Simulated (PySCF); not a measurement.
This PySCF input asks for the NMR shieldings of `InChI=1S/C8H10S/c1-9-7-8-5-3-2-4-6-8/h2-6H,7H2,1H3`; the geometry comes from GFN2-xTB.

```python
import basis_set_exchange as bse
import numpy as np
from pyscf import gto, dft
from pyscf.prop import nmr

atoms = """
C     2.483282   -0.368429    1.238229
S     2.186457    1.383618    0.882157
C     1.178835    1.206413   -0.641923
C    -0.104822    0.500164   -0.359272
C    -0.307552   -0.806747   -0.784738
C    -1.486932   -1.466904   -0.485709
C    -2.473681   -0.828834    0.244795
C    -2.277063    0.472786    0.677374
C    -1.098990    1.131327    0.380540
H     3.060856   -0.408881    2.155497
H     3.047692   -0.813486    0.423035
H     1.532187   -0.877185    1.371451
H     1.785156    0.676686   -1.377216
H     1.010511    2.230078   -0.974730
H     0.458775   -1.309350   -1.358698
H    -1.632186   -2.482769   -0.822947
H    -3.393208   -1.344510    0.478131
H    -3.044141    0.974235    1.248970
H    -0.934980    2.141041    0.727920
"""
names = dict.fromkeys(["C", "S", "H"], "pcSseg-1")
basis = {el: gto.basis.parse(bse.get_basis(n, elements=[el], fmt="nwchem")) for el, n in names.items()}
mol = gto.M(atom=atoms, basis=basis, charge=0, verbose=0)
mf = dft.RKS(mol, xc="PBE0")
mf.grids.level = 2
mf.grids.alignment = dft.numint.BLKSIZE   # the property module wants whole blocks of grid points
mf.conv_tol = 1e-9
mf.kernel()

calc = nmr.RKS(mf)   # GIAO
C = mf.mo_coeff
Co = C[:, mf.mo_occ > 0]
resp = mf.gen_response(singlet=True, hermi=2)
def vind(x):   # induced exchange potential for any number of trial vectors
    d = np.einsum("pi,xij,qj->xpq", C, 2 * x.reshape(-1, C.shape[1], Co.shape[1]), Co, optimize=True)
    return np.einsum("xpq,pi,qj->xij", resp(d - d.transpose(0, 2, 1)), C, Co, optimize=True).ravel()
mo1, _ = nmr.rhf.solve_mo1(calc, with_cphf=vind)
sigma = calc.kernel(mo1)
for i, s in enumerate(sigma):   # ppm
    w = np.linalg.eigvalsh((s + s.T) / 2)
    print("%2d %-2s iso %8.1f  s11 %8.1f  s22 %8.1f  s33 %8.1f" % (i, mol.atom_pure_symbol(i), w.mean(), *w))
```

Question: Give the expected output.

Answer: 
```
 0 C  iso    168.6  s11    153.9  s22    167.1  s33    184.8
 1 S  iso    483.8  s11    338.9  s22    445.1  s33    667.5
 2 C  iso    142.0  s11    131.3  s22    140.6  s33    154.2
 3 C  iso     42.3  s11    -56.7  s22      7.9  s33    175.7
 4 C  iso     52.4  s11    -55.6  s22     49.8  s33    163.1
 5 C  iso     54.5  s11    -54.8  s22     41.4  s33    177.0
 6 C  iso     54.7  s11    -54.3  s22     39.4  s33    179.0
 7 C  iso     52.0  s11    -59.2  s22     37.5  s33    177.7
 8 C  iso     50.5  s11    -55.5  s22     35.5  s33    171.3
 9 H  iso     30.0  s11     24.8  s22     26.7  s33     38.5
10 H  iso     30.0  s11     25.9  s22     26.5  s33     37.5
11 H  iso     30.1  s11     23.9  s22     31.5  s33     34.9
12 H  iso     28.4  s11     23.2  s22     27.9  s33     34.2
13 H  iso     27.9  s11     23.4  s22     26.1  s33     34.1
14 H  iso     24.5  s11     21.2  s22     23.0  s33     29.2
15 H  iso     24.2  s11     20.8  s22     24.7  s33     27.2
16 H  iso     24.2  s11     20.9  s22     25.0  s33     26.7
17 H  iso     24.0  s11     20.7  s22     24.4  s33     27.0
18 H  iso     23.9  s11     20.2  s22     21.9  s33     29.5
```

These numbers come from an equivalent density-fitted implementation of the same equations, which agrees with the script to about 0.01 ppm for H and up to a few tenths of a ppm for heavy atoms, so last digits may differ.

Question: Turn these shieldings into chemical shifts. Chemical shifts δ = σref − σ; TMS for ¹³C (186.93 ppm), ¹H (31.72 ppm); CS2 for ³³S (503.73 ppm), all at this level.

Answer: Averaging equivalent atoms: C 3: 144.6; C 4/8: 135.5; C 5/7: 133.7; C 6: 132.2; C 2: 44.9; C 0: 18.3; S 1: 20; H 15/17: 7.61; H 14/18: 7.54; H 16: 7.52; H 12/13: 3.57; H 9/10/11: 1.69 ppm. 

Size and cost of the density-fitted run: 210 basis functions, 30 s wall time on 1 thread of an Arm Neoverse V2, shared host.
